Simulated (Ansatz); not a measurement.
Correlation energies of `NB([SiH3])[O][ZnH]` by basis set

```xyz
11

N    -0.078   -1.214    0.385
B    -0.252    0.261   -0.034
Si    1.310    1.382   -0.698
O    -1.492    0.665    0.097
Zn   -2.208   -0.994    0.778
H     0.581   -1.355    1.144
H     0.236   -1.819   -0.368
H     0.930    2.776   -1.045
H     1.925    0.750   -1.903
H     2.386    1.433    0.336
H    -3.338   -1.885    1.307
```

Charge 0, multiplicity 1. For Zn the d shell is correlated and the shells below it are frozen. Scalar relativity is left out up to krypton. The structure was optimised at the PBE0-D4/def2-TZVP level. It is one conformer, not always the lowest. Frozen core, restricted reference, Ansatz 0.2.0.

| basis | HF (Eh) | MP2 corr. |
| --- | --- | --- |
| def2-SVP | -2223.85499 | -0.85336 |
| def2-TZVPP | -2224.38360 | -1.19052 |
| def2-QZVPP | -2224.44193 | -1.27579 |

(1) Estimate the CCSD correlation energy and the (T) correction in each basis where they were run (hartree).

Answers

(1) 
```json
{"basis": "def2-SVP", "CCSD corr.": "-0.87694", "(T)": "-0.02532"}
{"basis": "def2-TZVPP", "CCSD corr.": "-1.18233", "(T)": "-0.04302"}
```
